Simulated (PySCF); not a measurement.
PySCF 2.14 output of an unrestricted M06-2X calculation on a single atom or ion in def2-SVP with the def2 core potential (28 electrons), with scalar relativity through the core potential:

```
SCF conv_tol = 1e-09
number electrons alpha = 9  beta = 7
    Y. Zhao and D. G. Truhlar.,  Theor. Chem. Acc. 120, 215 (2008)
    Y. Zhao and D. G. Truhlar.,  Theor. Chem. Acc. 120, 215 (2008)
cycle= 1 E= -110.094782483123  delta_E= -0.00207  |g|= 0.0267  |ddm|= 0.108
cycle= 2 E= -110.094979163223  delta_E= -0.000197  |g|= 0.0149  |ddm|= 0.0439
cycle= 3 E= -110.09509250789  delta_E= -0.000113  |g|= 0.000665  |ddm|= 0.0169
cycle= 4 E= -110.09509270077  delta_E= -1.93e-07  |g|= 1.63e-05  |ddm|= 0.000701
cycle= 5 E= -110.095092701175  delta_E= -4.05e-10  |g|= 1.1e-06  |ddm|= 4.11e-05
converged SCF energy = -110.095092701175  <S^2> = 2.0029729  2S+1 = 3.0019813
```

The run itself started from symmetry-adapted Hartree-Fock orbitals and held the occupation by maximum overlap, on a logarithmic radial grid, so the iterations belong to that start.

Which element, charge and spin multiplicity is this?

Rh⁺ (rhodium, charge +1), multiplicity 3; the state was [Kr] 4d8, high-spin 3F determinant.

Energies and moments cover only the electrons outside the core potential.
